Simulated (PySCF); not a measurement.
C2H5Si, SMILES C[Si][CH2] (connectivity only; charge and spin as stated), neutral, multiplicity 2. Atoms are numbered in the order given.

```xyz
8

C     -0.3919     1.5673     0.0000
Si     0.5018     0.1218     0.0000
C     -0.3047    -1.5786     0.0000
H      0.0606     2.5511     0.0000
H     -1.4792     1.5433     0.0000
H     -1.3888    -1.4329     0.0000
H     -0.0191    -2.1492    -0.8855
H     -0.0191    -2.1492     0.8855
```
Charge 0, spin multiplicity 2.

Geometry: ωB97X-D3(BJ)/def2-TZVP. The isomer is the one that the SMILES or the coordinates give; other isomers of the formula were not compared.

Calculation: TDA-CAM-B3LYP/def2-SVPD in PySCF.

Vertical excitations. Gas-phase values at a fixed geometry.

Computed lowest excited states:
| state | energy (eV) | λ (nm) | f | main pairs |
|---|---|---|---|---|
| root 1 | 1.61 | 770 | 0.002 | β HOMO→LUMO 97 % |
| root 2 | 3.01 | 412 | 0.002 | α HOMO→LUMO 57 %, β HOMO→LUMO+1 40 % |
| root 3 | 4.02 | 309 | 0.018 | α HOMO−1→LUMO 97 % |
| root 4 | 4.78 | 259 | 0.009 | β HOMO−1→LUMO 86 % |
| root 5 | 5.52 | 225 | 0.004 | α HOMO→LUMO+1 51 %, β HOMO→LUMO+2 24 %, β HOMO→LUMO+3 6 % |
| root 6 | 5.70 | 217 | 0.195 | α HOMO→LUMO 28 %, α HOMO−1→LUMO+2 8 %, β HOMO→LUMO+1 40 %, β HOMO−1→LUMO 9 % |
| root 7 | 5.91 | 210 | 0.085 | α HOMO→LUMO+1 34 %, β HOMO→LUMO+2 51 %, β HOMO→LUMO+3 10 % |
| root 8 | 5.93 | 209 | 0.017 | α HOMO−1→LUMO+1 91 % |
| root 9 | 6.22 | 199 | 0.012 | α HOMO→LUMO+2 77 % |
| root 10 | 6.53 | 190 | 0.013 | α HOMO→LUMO+2 6 %, β HOMO→LUMO+3 71 % |
Unrestricted roots are not spin-pure.
